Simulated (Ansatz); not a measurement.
`F[SiH2][TeH]` + H₂S → `S[SiH2][TeH]` + H–F at 400 K and 1 bar (ligand exchange at the Si–F bond).

Program: Ansatz. Geometries: PBE0-D4/def2-TZVP. ΔE: electronic, gas phase. CCSD(T)/CBS is the MP2 limit (def2-TZVPP, def2-QZVPP) plus CCSD(T) − MP2 in def2-TZVPP, frozen cores. This one scheme is used for every species. Elements past krypton have def2 core potentials. For Te outer-core shells are correlated without core-valence functions, which leaves a few kJ/mol of doubt a bond. One conformer a species, not always the lowest.

```csv
species,CCSD(T)/CBS energy (Eh),H − E (kJ/mol),S (J/(mol·K))
`F[SiH2][TeH]`,-658.47489,95.0,340.0
H₂S,-398.97279,53.4,215.9
`S[SiH2][TeH]`,-957.02579,117.1,371.9
H–F,-100.39570,36.5,182.2
```

H − E and S are ideal-gas, rigid-rotor, harmonic terms from PBE0-D4/def2-TZVP, for one conformer and one mirror image of each species. 1 Eh = 2625.50 kJ/mol, R = 8.31446 J/(mol·K).

Question: By hand: ΔE, ΔH, ΔS and ΔG.

Answer: ΔE = (-957.02579) + (-100.39570) − (-658.47489) − (-398.97279) = 0.02619 Eh = 68.8 kJ/mol. Δ(H − E) = 117.1 + 36.5 − 95.0 − 53.4 = 5.2, so ΔH = 74.0 kJ/mol. ΔS = 371.9 + 182.2 − 340.0 − 215.9 = -1.8 J/(mol·K). ΔG = 74.0 − 400 × (-1.8)/1000 = 74.7 kJ/mol.

Question: By hand: the equilibrium constant, and the temperature at which ΔG would vanish if ΔH and ΔS stayed fixed.

Answer: log₁₀ K = −ΔG/(RT ln 10) = -9.8. ΔH and −TΔS have one sign here, so there is no such temperature. One of them is within its doubt of zero, so this could turn.

The number of gas molecules stays the same, so ΔS is small and ΔH decides. A doubt of 5 kJ/mol in ΔE shifts log₁₀ K by 0.7 here. Other conformers and mirror images would add mixing entropy, several J/(mol·K) or more a flexible species. These are equilibria of isolated gas molecules and say nothing of rates. Largest T1 diagnostic: 0.011 (customary marks: 0.02 for closed shells, 0.045 for open ones).
